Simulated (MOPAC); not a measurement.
MOPAC input (AM1):

```
AM1 PRECISE GNORM=0.05 LET XYZ UHF MS=0.5 GEO-OK AUX(PRECISION=9) THREADS=1
CH5BNO

C    -1.25352400 1    0.77563800 1    0.42263400 1
N    -0.66485200 1   -0.54900900 1    0.23761700 1
B     0.62636900 1   -0.81325600 1   -0.20522000 1
O     1.51789900 1    0.16959400 1   -0.52730800 1
H    -1.55130300 1    0.93659100 1    1.46187100 1
H    -0.51631000 1    1.53014400 1    0.15711200 1
H    -2.13098800 1    0.91310200 1   -0.21435300 1
H    -1.27184400 1   -1.31982500 1    0.45833400 1
H     2.37050900 1   -0.16124800 1   -0.81752800 1
```

From the output:

```
                                                       MOPAC v23.2.5 Linux

          FINAL HEAT OF FORMATION =        -62.65519 KCAL/MOL =    -262.14932 KJ/MOL

          COSMO AREA              =         99.50 SQUARE ANGSTROMS
          COSMO VOLUME            =         81.78 CUBIC ANGSTROMS

          GRADIENT NORM           =          0.01035          =       0.00345 PER ATOM
          IONIZATION POTENTIAL    =          8.390132 EV
          ALPHA SOMO LUMO (EV)    =         -8.390  3.200
          BETA  SOMO LUMO (EV)    =         -9.804  0.870
          NO. OF ALPHA ELECTRONS  =         12
          NO. OF BETA  ELECTRONS  =         11
          MOLECULAR WEIGHT        =         57.8666         POINT GROUP:  Cs

          MOLECULAR DIMENSIONS (Angstroms)

            Atom       Atom       Distance
            H     9    H     7     4.77907
            H     8    H     6     2.95977
            H     5    H     7     1.78776

          SCF CALCULATIONS        =         27

   ATOM   CHEMICAL          X               Y               Z
  NUMBER   SYMBOL      (ANGSTROMS)     (ANGSTROMS)     (ANGSTROMS)

     1       C         -1.31989279  *   0.75311462  *   0.44590396  *
     2       N         -0.64440231  *  -0.48854584  *   0.22964368  *
     3       B          0.61489917  *  -0.68351615  *  -0.20301766  *
     4       O          1.62670465  *   0.13294891  *  -0.56444689  *
     5       H         -1.64031094  *   0.84819311  *   1.51913075  *
     6       H         -0.63515362  *   1.60616848  *   0.19716181  *
     7       H         -2.23559857  *   0.82412518  *  -0.20213754  *
     8       H         -1.15199528  *  -1.31372995  *   0.41683288  *
     9       H          2.32005686  *  -0.49252722  *  -0.79540136  *

                             CARTESIAN COORDINATES

   1    C       -1.319892786     0.753114617     0.445903960
   2    N       -0.644402314    -0.488545839     0.229643677
   3    B        0.614899172    -0.683516150    -0.203017659
   4    O        1.626704654     0.132948908    -0.564446892
   5    H       -1.640310940     0.848193109     1.519130747
   6    H       -0.635153616     1.606168477     0.197161811
   7    H       -2.235598572     0.824125176    -0.202137540
   8    H       -1.151995277    -1.313729952     0.416832882
   9    H        2.320056861    -0.492527215    -0.795401355

           Empirical Formula: C H5 N O B  =     9 atoms

      MOLECULAR POINT GROUP   :   Cs

          ALPHA EIGENVALUES
 -37.64906 -35.84793 -26.55939 -20.57781 -17.20548 -16.59365 -15.90561 -14.88968
 -13.41070 -12.71153  -9.89383  -8.39013   3.20037   3.27240   4.15583   4.32973
   4.48672   4.72870   5.92344   7.09020   7.72218

           BETA EIGENVALUES
 -37.14668 -35.65392 -26.26243 -20.27147 -16.69620 -16.28720 -15.31391 -14.79683
 -13.29787 -12.62147  -9.80437   0.86968   3.56415   3.80612   4.21916   4.60711
   4.64495   4.94286   6.10002   7.25790   8.87266

              NET ATOMIC CHARGES AND DIPOLE CONTRIBUTIONS

  ATOM NO.   TYPE          CHARGE      No. of ELECS.   s-Pop       p-Pop
    1          C          -0.074460        4.0745     1.22433     2.85013
    2          N          -0.367740        5.3677     1.45578     3.91196
    3          B           0.074197        2.9258     1.36285     1.56295
    4          O          -0.298578        6.2986     1.84330     4.45528
    5          H           0.059476        0.9405     0.94052
    6          H           0.091565        0.9084     0.90843
    7          H           0.059484        0.9405     0.94052
    8          H           0.214973        0.7850     0.78503
    9          H           0.241083        0.7589     0.75892
 DIPOLE           X         Y         Z       TOTAL
 POINT-CHG.    -0.393    -0.583     0.144     0.718
 HYBRID        -0.184    -0.180     0.066     0.266
 SUM           -0.577    -0.764     0.211     0.980

          ATOMIC ORBITAL ELECTRON POPULATIONS

     Atom    s        px        py        pz
    1  C   1.22433   0.96968   0.88703   0.99342
    2  N   1.45578   1.17720   1.06288   1.67188
    3  B   1.36285   0.61737   0.53172   0.41385
    4  O   1.84330   1.31222   1.35544   1.78763
    5  H   0.94052
    6  H   0.90843
    7  H   0.94052
    8  H   0.78503
    9  H   0.75892

                    (SZ)    =    0.500000
                    (S**2)  =    0.753535

          ATOMIC ORBITAL SPIN POPULATIONS

    Atom   Total    s     px     py     pz
         Atomic
    1  C  0.0838  0.011  0.021  0.046  0.006
    2  N  0.0799  0.046  0.044 -0.005 -0.005
    3  B  0.6833  0.327  0.002  0.338  0.017
    4  O  0.1639 -0.002  0.031  0.136 -0.002
    5  H -0.0006 -0.001
    6  H -0.0047 -0.005
    7  H -0.0006 -0.001
    8  H -0.0046 -0.005
    9  H -0.0005 -0.000

 **********************
 *                    *
 * JOB ENDED NORMALLY *
 *                    *
 **********************

 == MOPAC DONE ==
```

The geometry given is a B3LYP-D3(BJ)/def2-TZVP minimum.
